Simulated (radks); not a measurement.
The numbers below are computed, except where a source is named.
Ionisation of Hg+, [Xe] 4f14 5d10 6s1, to Hg2+, [Xe] 4f14 5d10, under several functionals. Scalar-relativistic Kohn-Sham, spin-polarised, spherical densities, finite nucleus; open shells are filled with parallel spins first (spin-orbit coupling, left out, can overturn this in heavy ions); a radial shooting solver on a logarithmic mesh with Libxc functionals.

| functional | E(Hg+) (hartree) | Exc (hartree) | IE (eV) | -e(HOMO) (eV) | <r> HOMO (bohr) | IE error (eV) |
|---|---|---|---|---|---|---|
| LDA (Slater exchange, Perdew-Zunger correlation) | -19606.8652 | -359.3270 | 19.547 | 15.392 | 2.491 | +0.790 |
| Wu-Cohen GGA | -19616.3088 | -368.7399 | 19.240 | 15.178 | 2.493 | +0.483 |
| SOGGA | -19611.6102 | -364.0525 | 19.091 | 15.038 | 2.498 | +0.334 |
| exchange-only PBE | -19612.7426 | -365.1070 | 18.466 | 14.381 | 2.550 | -0.291 |
| MS2 meta-GGA | -19617.0756 | -368.7957 | 18.993 | 15.008 | 2.511 | +0.236 |
| SCAN | -19620.5765 | -371.5529 | 19.340 | 15.535 | 2.497 | +0.583 |

NIST Atomic Spectra Database: 18.757 eV (measured). Closest: MS2 meta-GGA. The Delta-SCF values span 1.08 eV, the total energies 13.71 hartree. The highest occupied level is 6s.
